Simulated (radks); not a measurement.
Spherical quantum dot in the effective-mass picture: electrons in a parabolic well V = omega^2 r^2 / 2 with omega = 0.0687, all in effective atomic units (hartree* = m*/eps^2 hartree, bohr* = eps/m* bohr), one dielectric constant everywhere. Calculated with a radial shooting solver with Libxc functionals: non-relativistic Kohn-Sham, LDA (Slater exchange, Perdew-Wang correlation), spin-polarised, spherical densities. Levels are named by radial order and angular momentum (1s, 1p, 1d, 2s, ...), and open shells are averaged over m.

N = 11, configuration 1s2 1p6 1d(up 3, down 0). This is the lowest configuration that the search found (a dilute case). Occupied and some empty levels:

| level | occupation | eigenvalue (hartree*) | <r> (bohr*) |
|---|---|---|---|
| 1s up | 1 | 1.1395 | 8.730 |
| 1s down | 1 | 1.1463 | 8.437 |
| 1p up | 3 | 1.1564 | 9.849 |
| 1p down | 3 | 1.1644 | 9.773 |
| 1d up | 3 | 1.1799 | 10.66 |
| 1d down | 0 | 1.1883 | 10.68 |
| 2s up | 0 | 1.1999 | 8.168 |
| 2s down | 0 | 1.2034 | 8.296 |
| 1f up | 0 | 1.2088 | 11.33 |
| 1f down | 0 | 1.2171 | 11.39 |
| 2p up | 0 | 1.2342 | 9.503 |
| 2p down | 0 | 1.2386 | 9.502 |

Energy (hartree*): total 7.55571, kinetic 0.39564, external 2.6867, Hartree 5.5571, exchange-correlation -1.0837.
